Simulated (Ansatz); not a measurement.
C$_{3}$H$_{2}$F$_{4}$ (`FCC(F)=C(F)F`), relaxed with RKS PBE0-D4/def2-TZVP in the Gaussian-basis code of Ansatz from a PBE-D4/def2-SVP geometry. The force threshold is 0.005 eV/Å; the program also tests the step.

Total charge 0; spin multiplicity 1.

Start:

```xyz
9

F     1.161    0.088   -1.796
C     0.024   -0.331   -1.111
C    -0.213    0.471    0.116
F    -0.699    1.718   -0.057
C     0.056    0.054    1.372
F     0.539   -1.149    1.650
F    -0.151    0.772    2.458
H     0.134   -1.404   -0.843
H    -0.851   -0.218   -1.789
```

(1) How much energy does the relaxation release, and in how many steps? (An estimate is asked.)

(2) Which bonds change most? (An estimate is asked.)

(3) Give the relaxed structure. (An estimate is asked.)

Results:

(1) Computed: 1.26 kcal/mol, in 7 steps.

(2) The calculation gave: C3–C5 from 1.350 to 1.326 Å; C2–H9 from 1.113 to 1.094 Å; C2–H8 from 1.111 to 1.091 Å; C5–F6 from 1.326 to 1.311 Å.

(3) Computed: 
```xyz
9

F     1.120    0.110   -1.807
C     0.017   -0.334   -1.100
C    -0.189    0.467    0.120
F    -0.655    1.709   -0.053
C     0.045    0.050    1.357
F     0.508   -1.141    1.649
F    -0.164    0.763    2.429
H     0.171   -1.383   -0.841
H    -0.854   -0.240   -1.755
```
